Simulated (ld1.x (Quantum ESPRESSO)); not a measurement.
# What one change does to a pseudopotential (silicon, TM)

```json
{"Element": "Si", "Generator": "ld1.x (Quantum ESPRESSO) 7.5", "Type": "norm-conserving Troullier–Martins (Kleinman–Bylander form)", "Functional": "Wu–Cohen", "Relativity": "scalar-relativistic", "Frozen core": "[Ne]", "Valence charge": "4", "Reference configuration": "3s2 3p2", "Partial waves": "3s (bound): rc 1.80 bohr; 3d channel at 0.4 Ry: rc 2.00 bohr; 3p (bound): rc 2.35 bohr", "Local potential": "the p channel", "Core correction": "none"}
```

Change: type RRKJ; local potential the s channel.

Cutoffs: the cutoffs (Ry, on a coarse ladder) from which the occupation-weighted sum of valence levels, in a spherical-Bessel basis at the reference potential, stays within 10 and 1 mRy of its value at 400 Ry; they do not see the model core or the augmentation charge, which bear on the density cutoff. Errors are all-electron minus pseudo energies relative to the spin-unpolarised reference configuration.

How do hardness, ghosts and transferability respond?

The potential gets neither clearly harder nor softer (15 Ry and 35 Ry → 15 Ry and 40 Ry); of the 7 tests that both files solve, the error grows in 3 and shrinks in 3 by more than 15 % and 0.3 meV (median size 8.1 → 5.4 meV); neither file shows a bound ghost.

| quantity | base | changed |
| --- | --- | --- |
| cutoff, loose | 15 Ry | 15 Ry |
| cutoff, tight | 35 Ry | 40 Ry |
| bound ghosts | none | none |
| error for 3s2 3p1, meV [ΔE 7.72 eV] | +1.4 | +3.1 |
| error for 3s2 3p0, meV [ΔE 23.71 eV] | +13 | +27 |
| error for 3s1 3p0, meV [ΔE 57.66 eV] | +72 | +103 |
| error for 3s0 3p4, meV [ΔE 13.76 eV] | +11 | +5.4 |
| error for 3s1 3p3, meV [ΔE 6.81 eV] | +3.1 | +1.6 |
| error for 3s2 3p2.3, meV [ΔE -0.92 eV] | +0.1 | +0.1 |
| error for 3s1 3p2, meV [ΔE 15.14 eV] | +8.1 | +6.4 |
| s: phases at 2.57 bohr within 0.05 rad from the reference energy up to (Ry; the scan ends near 5) | 2.6 | 2.2 |
| p: phases at 2.57 bohr within 0.05 rad from the reference energy up to (Ry; the scan ends near 5) | 2.9 | 2.9 |
| d: phases at 2.57 bohr within 0.05 rad from the reference energy up to (Ry; the scan ends near 5) | 3.6 | 3.6 |
